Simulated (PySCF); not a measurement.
Zn(NH2)(OSiH3) (H5NOSiZn), SMILES [SiH3][O][Zn][NH2].

Geometry: PBE0-D3(BJ)/def2-SVP. The structure was generated by enumeration; whether it is a known compound was not checked. One conformer was computed; it need not be the lowest.

Two levels are set side by side: TDA-PBE/def2-SVPD (PySCF) and TDA-CAM-B3LYP/def2-SVPD (PySCF). Vertical, same geometry. The lowest singlet is HOMO→LUMO 96 % with PBE and HOMO→LUMO 90 % with the other functional; states are paired by order. Differences are taken from unrounded values.

| quantity | TDA-CAM-B3LYP |
|---|---|
| lowest singlet excitation (eV) | 5.24 |
| lowest triplet excitation (TDA) (eV) | 4.61 |
| first bright state (f over 0.05) (eV) | 5.24 |
| its oscillator strength | 0.08 |

Q: What does TDA-PBE give, and how far is it from TDA-CAM-B3LYP? (The exact figures need the calculation; the answer reports its results.)

A: 
```json
[
 {"quantity": "lowest singlet excitation (eV)", "TDA-PBE": "4.46", "TDA-PBE minus TDA-CAM-B3LYP": "-0.78"},
 {"quantity": "lowest triplet excitation (TDA) (eV)", "TDA-PBE": "3.91", "TDA-PBE minus TDA-CAM-B3LYP": "-0.70"},
 {"quantity": "first bright state (f over 0.05) (eV)", "TDA-PBE": "4.46", "TDA-PBE minus TDA-CAM-B3LYP": "-0.78"},
 {"quantity": "its oscillator strength", "TDA-PBE": "0.06", "TDA-PBE minus TDA-CAM-B3LYP": "-0.02"}
]
```

Functionals without exact exchange tend to place singlet excitations lower, as here. Differences between two approximate levels are no errors against the true value.

Rough cost on one machine, each run with all the roots and properties that it gave: TDA-CAM-B3LYP against TDA-PBE about 4 times.
